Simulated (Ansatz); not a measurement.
`[AlH2][Br]` + `O[SiH2]S` → `[AlH2][O][SiH2]S` + HBr  (ligand exchange at the Al–Br bond)

Computed with Ansatz on PBE0-D4/def2-TZVP structures; ΔE is electronic, products minus reactants. CBS: MP2 limit from def2 TZ/QZ plus the TZ coupled-cluster correction, frozen cores. DFT in def2-TZVPP. For Br outer-core shells are correlated without core-valence functions, which leaves a few kJ/mol of doubt a bond. Scalar relativity is left out up to krypton. One conformer a species, not always the lowest.

| level | ΔE (kJ/mol) | difference from CCSD(T)/CBS |
| --- | --- | --- |
| PBE-D4 | 10.7 | 5.3 |
| BHLYP-D4 | 0.1 | -5.3 |
| ωB97M-V | 5.8 | 0.4 |
| PBE | 13.8 | 8.4 |
| PBE0 | 14.7 | 9.3 |
| CAM-B3LYP | 0.0 | -5.4 |
| LC-ωPBE | 8.4 | 3.0 |
| CCSD(T)/def2-SVP | -4.9 | -10.3 |
| HF/CBS(def2) | 3.9 | -1.5 |
| CCSD/CBS(def2) | 5.3 | -0.1 |
| CCSD(T)/CBS | 5.4 | 0 |

Largest T1 diagnostic among the species: 0.012.

The D4 term adds −4.8 kJ/mol with B3LYP and −2.9 kJ/mol with PBE0; it sums over pairs of atoms, weighted by their polarisabilities, and B3LYP, whose exchange is more repulsive, gets the larger term. At CCSD(T), def2-SVP lies −10.3 kJ/mol from the extrapolated value and def2-TZVPP −4.2 kJ/mol. Leaving LDA and LC-ωPBE aside and taking each functional with its dispersion term where it has one, the values, not all of them listed here, spread over 15.6 kJ/mol, from CAM-B3LYP-D4 to HSE06-D4. LDA lies −5.4 kJ/mol from PBE without D4.

B3LYP here is the variant with VWN-RPA as its local correlation; programs differ in this.
